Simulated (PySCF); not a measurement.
F4S, SMILES FS(F)(F)F (connectivity only; charge and spin as stated), charge -1, multiplicity 2. Atoms are numbered in the order given.

```xyz
5

F      1.1805     0.6181     0.0000
S     -0.4215     0.2549     0.0000
F     -0.3280     0.2693    -1.7569
F      0.2249    -1.6098     0.0000
F     -0.3280     0.2693     1.7569
```
Charge -1, spin multiplicity 2.

Geometry: PBE0-D3(BJ)/def2-SVPD. The spin state was assumed, not searched.

These are M06-2X/def2-SVPD in PySCF values and carry that method's errors.

Mulliken values depend strongly on the basis, most of all with diffuse functions as here. ESP charges are fitted to the potential on shells at 1.4 to 2.0 van der Waals radii. Atomic charges (e):

```tsv
atom	meta-Löwdin	ESP fit	Mulliken spin
F1	-0.44	-0.16	0.00
S2	1.21	0.32	0.77
F3	-0.57	-0.37	0.01
F4	-0.63	-0.43	0.22
F5	-0.57	-0.37	0.01
```
